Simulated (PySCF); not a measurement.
In(CF3)(OH)2 (CH₂F₃InO₂), SMILES [OH][In]([OH])[C](F)(F)F.

Coordinates come from a PBE-D3(BJ)/def2-SVP optimisation. The structure was generated by enumeration; whether it is a known compound was not checked. The def2 effective core potentials stand for the cores of In; spin–orbit coupling is left out. Other conformers were not sampled.

Two levels are set side by side: PBE/def2-TZVP (PySCF) and HF/def2-TZVP (PySCF). Same geometry, gas phase. Differences are taken from unrounded values.

```json
[
 {"quantity": "orbital gap (eV)", "HF": "13.41", "PBE": "4.06", "PBE minus HF": "-9.35"},
 {"quantity": "highest occupied level (eV)", "HF": "-12.50", "PBE": "-6.99", "PBE minus HF": "5.52"},
 {"quantity": "lowest empty level (eV)", "HF": "0.91", "PBE": "-2.93", "PBE minus HF": "-3.84"},
 {"quantity": "dipole moment (D)", "HF": "1.75", "PBE": "1.43", "PBE minus HF": "-0.32"},
 {"quantity": "mean polarisability (bohr³)", "HF": "47.4", "PBE": "60.7", "PBE minus HF": "13.4"}
]
```

Without exact exchange PBE keeps part of each electron's self-repulsion, which lifts occupied levels and narrows the gap. PBE's more diffuse valence density responds more strongly to a field. Differences between two approximate levels are no errors against the true value.

Rough cost on one machine, each run with all the roots and properties that it gave: HF against PBE about 1/3.
